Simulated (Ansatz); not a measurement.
Ag₂Cl⁺, relaxed as a singlet with RKS PBE0-D4/def2-TZVP in Ansatz, starting from the GFN1-xTB geometry. Force threshold 0.02 eV/Å.

In the def2 sets Ag takes a core potential; there is no spin–orbit coupling. The structure comes from a short search, and lower isomers may exist.

Start:

Cartesian coordinates in Å:
```
Ag 0.799 1.564 0.063
Ag -1.539 -0.743 -0.408
Cl 0.739 -0.821 0.345
```

```
step  energy (eV)  largest force component (eV/Å)  SCF passes
   1  -20512.9559                           0.420          16
   2  -20513.0279                           0.301          20
   3  -20513.0858                           0.176          27
   4  -20513.0981                           0.075          19
   5  -20513.0989                           0.001          22
```

Force components are those of the run's own axes.

End:

Cartesian coordinates in Å:
```
Ag 1.2225 1.7242 0.1812
Ag -1.7168 -1.1761 -0.4116
Cl 0.4944 -0.5481 0.2304
```

By distances, no bond broke or formed, bridged metal pairs apart. The bond that changes most is Ag1–Cl3, from 2.40 to 2.39 Å (atoms count from 1). Metal–metal contacts that move far: Ag1–Ag2 3.32 to 4.17 Å. The end is the same structure that another start reached, the lowest one found.

No frequencies were taken in this run, so the end may be a saddle point.

It took 6 s on 4 threads of Arm Neoverse V1 on a shared host.
